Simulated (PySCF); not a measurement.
A run for PySCF: D3(BJ) and D4 dispersion corrections on CH4S (SMILES CS).

```python
from pyscf import gto
from pyscf.dispersion import dftd3, dftd4

mol = gto.M(
    atom='''
    C     0.22612693    1.17842446    2.81184863
    S     0.62349914   -0.52910083    2.30399625
    H    -0.14104048    1.19934672    3.83476581
    H     1.16055890    1.73304222    2.75476458
    H    -0.49346416    1.62526909    2.13086053
    H    -0.62355323   -1.02449205    2.37116449
    ''',
    basis='def2-svp',
    charge=0, spin=0, verbose=0, max_memory=1800)
d3, d4 = {}, {}
for xc in ['hf', 'pbe', 'blyp', 'revpbe', 'tpss', 'r2scan', 'b3lyp', 'pbe0', 'bhlyp', 'camb3lyp', 'b2plyp']:
    d3[xc] = float(dftd3.DFTD3Dispersion(mol, xc=xc, version='d3bj', atm=False).get_dispersion()['energy'])
    print(f'D3(BJ) {xc:10s} {d3[xc]:14.8f} Eh')
for xc in ['hf', 'pbe', 'blyp', 'revpbe', 'tpss', 'r2scan', 'b3lyp', 'pbe0', 'bhlyp', 'camb3lyp', 'b2plyp']:
    d4[xc] = float(dftd4.DFTD4Dispersion(mol, xc={'camb3lyp': 'cam-b3lyp'}.get(xc, xc), atm=True).get_dispersion()['energy'])
    print(f'D4     {xc:10s} {d4[xc]:14.8f} Eh')
```

The log:

```
D3(BJ) hf            -0.02883235 Eh
D3(BJ) pbe           -0.00300785 Eh
D3(BJ) blyp          -0.00648404 Eh
D3(BJ) revpbe        -0.00810515 Eh
D3(BJ) tpss          -0.00372396 Eh
D3(BJ) r2scan        -0.00075012 Eh
D3(BJ) b3lyp         -0.00526072 Eh
D3(BJ) pbe0          -0.00250451 Eh
D3(BJ) bhlyp         -0.00406836 Eh
D3(BJ) camb3lyp      -0.00215920 Eh
D3(BJ) b2plyp        -0.00236411 Eh
D4     hf            -0.01047426 Eh
D4     pbe           -0.00251335 Eh
D4     blyp          -0.00584482 Eh
D4     revpbe        -0.00922673 Eh
D4     tpss          -0.00341965 Eh
D4     r2scan        -0.00056856 Eh
D4     b3lyp         -0.00408597 Eh
D4     pbe0          -0.00205918 Eh
D4     bhlyp         -0.00285527 Eh
D4     camb3lyp      -0.00204113 Eh
D4     b2plyp        -0.00172776 Eh
```

The run finished.

Cost: very roughly 0.03 core-seconds.
